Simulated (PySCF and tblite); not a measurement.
The numbers below are computed, except where a source is named.
C6H9NO, numbered as in [N:1]#[C:2][C@H:3]1[CH2:4][CH2:5][CH2:6][CH2:7][O:8]1.

Geometries PBE0-D3(BJ)/def2-SVP; weights from PBE0-D3(BJ)/def2-TZVP energies and GFN2-xTB thermal corrections, with symmetry numbers and mirror pairs. Conformers within 4 kcal/mol (GFN2-xTB free energy) were kept, 7 at most. Couplings: B3LYP/pcSseg-1 with pcJ-1 on H (gas phase; spin-dipole term only for pairs with B, N, F, Si or P). Couplings are for ¹H. Of two unlike H on one atom, a is the less shielded (PBE0/pcSseg-1). Codes: tblite and PySCF.

The 6-ring runs over atoms 3–4–5–6–7–8.

```csv
conformer,shape,weight %
1,6-ring chair (C2 axial),86.2
2,6-ring chair (all substituents equatorial),13.8
```

**Question.** Give the couplings in each conformer and the averages at 298.15 K (pairs that fast motion interchanges averaged).

**Answer.** 
| coupling | pairs | 1 | 2 | average (Hz) |
| --- | --- | --- | --- | --- |
| ³J(H3,H4b) | 1 | 1.9 | 12.7 | 3.4 |
| ³J(H3,H4a) | 1 | 6.2 | 2.7 | 5.7 |
| ⁴J(H3,H5a) | 1 | -0.8 | -0.7 | -0.8 |
| ⁴J(H3,H5b) | 1 | 1.0 | 0.0 | 0.9 |
| ⁴J(H3,H7a) | 1 | -1.1 | -0.8 | -1.0 |
| ²J(H4b,H4a) | 1 | -15.0 | -14.9 | -15.0 |
| ³J(H4b,H5a) | 1 | 4.3 | 4.5 | 4.3 |
| ³J(H4b,H5b) | 1 | 3.2 | 14.4 | 4.8 |
| ⁴J(H4b,H6a) | 1 | -0.6 | -0.6 | -0.6 |
| ⁴J(H4b,H6b) | 1 | 1.4 | 0.0 | 1.2 |
| ⁵J(H4b,H7b) | 1 | 0.7 | -0.3 | 0.5 |
| ³J(H4a,H5a) | 1 | 14.7 | 3.2 | 13.1 |
| ³J(H4a,H5b) | 1 | 4.4 | 4.4 | 4.4 |
| ⁴J(H4a,H6b) | 1 | -0.6 | -0.7 | -0.6 |
| ²J(H5a,H5b) | 1 | -15.4 | -15.2 | -15.3 |
| ³J(H5a,H6a) | 1 | 14.4 | 3.1 | 12.8 |
| ³J(H5a,H6b) | 1 | 4.3 | 4.5 | 4.4 |
| ⁴J(H5a,H7b) | 1 | -0.6 | -0.7 | -0.6 |
| ³J(H5b,H6a) | 1 | 4.4 | 4.4 | 4.4 |
| ³J(H5b,H6b) | 1 | 3.2 | 14.2 | 4.8 |
| ⁴J(H5b,H7a) | 1 | -0.7 | -0.6 | -0.7 |
| ⁴J(H5b,H7b) | 1 | 1.5 | -0.1 | 1.3 |
| ²J(H6a,H6b) | 1 | -14.9 | -15.1 | -15.0 |
| ³J(H6a,H7a) | 1 | 13.7 | 1.7 | 12.0 |
| ³J(H6a,H7b) | 1 | 5.5 | 2.5 | 5.1 |
| ³J(H6b,H7a) | 1 | 2.7 | 5.3 | 3.0 |
| ³J(H6b,H7b) | 1 | 1.7 | 13.2 | 3.3 |
| ²J(H7a,H7b) | 1 | -13.7 | -13.3 | -13.7 |
